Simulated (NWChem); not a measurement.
silicon dioxide molecule (O₂Si) in NWChem

SMILES: O=[Si]=O
```xyz
3

O      0.0000     0.0000    -1.5184
Si     0.0000     0.0000     0.0000
O      0.0000     0.0000     1.5184
```
Charge 0, spin multiplicity 1.

Program: NWChem. The geometry was optimised at PBE0/def2-SVP, a minimum by its harmonic frequencies.

Symmetry labels belong to the abelian group D2h used in the runs, with the axes of the coordinates shown; states degenerate in a higher group split over its labels.

**Question.** List the lowest 6 singlet excitations that TD-BHandHLYP/aug-cc-pVDZ gives, with oscillator strengths.

**Answer.** 
| state | symmetry | energy (eV) | wavelength (nm) | f |
|---|---|---|---|---|
| 1 | b3g | 4.71 | 263 | 0.000 |
| 2 | b2g | 4.71 | 263 | 0.000 |
| 3 | b2u | 6.27 | 198 | 0.081 |
| 4 | b3u | 6.27 | 198 | 0.081 |
| 5 | b1u | 6.73 | 184 | 0.049 |
| 6 | au | 7.21 | 172 | 0.000 |
